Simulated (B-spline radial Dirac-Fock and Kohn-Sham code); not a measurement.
**Dipole and non-dipole photoemission parameters of Lu³⁺ 4p1/2**

System: Lu³⁺ in the configuration [Xe] 4f14; threshold 438.7 eV (orbital energy of the model). Calculated with a radial atomic solver, using Dirac-Hartree-Slater photoionisation with a Latter tail; cross sections with all multipoles, angular parameters from the dipole term and its interference with E2.

For linearly polarised light dσ/dΩ = σ/(4π) [1 + β P₂(cos θ) + (δ + γ cos²θ) sin θ cos φ], with θ from the polarisation vector and φ the angle between the beam and the projection of the electron momentum on the plane normal to the polarisation.

| hν (eV) | σ (kb) | β | γ | δ |
| --- | --- | --- | --- | --- |
| 635 | 56.1 | 0.633 | 0.080 | 0.085 |
| 847 | 48.5 | 1.173 | 0.384 | 0.045 |
| 1000 | 42.5 | 1.349 | 0.416 | 0.027 |
| 1010 | 42.1 | 1.358 | 0.416 | 0.026 |
| 1253.6 | 33.9 | 1.506 | 0.355 | 0.012 |
| 1270 | ? | ? | ? | ? |
| 1520 | 26.9 | 1.589 | 0.255 | 0.005 |
| 1810 | 21.2 | 1.639 | 0.156 | 0.001 |
| 2984.4 | 9.70 | 1.691 | -0.016 | -0.004 |
| 3140 | 8.87 | 1.691 | -0.018 | -0.004 |
| 3300 | 8.12 | 1.691 | -0.017 | -0.004 |
| 4170 | 5.29 | 1.679 | 0.032 | -0.004 |
| 6240 | 2.36 | 1.629 | 0.281 | 0.000 |
| 6520 | 2.15 | 1.622 | 0.320 | 0.001 |
| 8047.8 | 1.36 | 1.582 | 0.531 | 0.006 |
| 8200 | 1.31 | 1.578 | 0.552 | 0.007 |
| 9251.7 | 0.998 | 1.552 | 0.692 | 0.012 |
| 9700 | 0.896 | 1.542 | 0.750 | 0.014 |
| 15000 | 0.316 | 1.430 | 1.357 | 0.045 |

Q: Give the values at 1270 eV.

A: σ = 33.4 kb, β = 1.513, γ = 0.349, δ = 0.012.
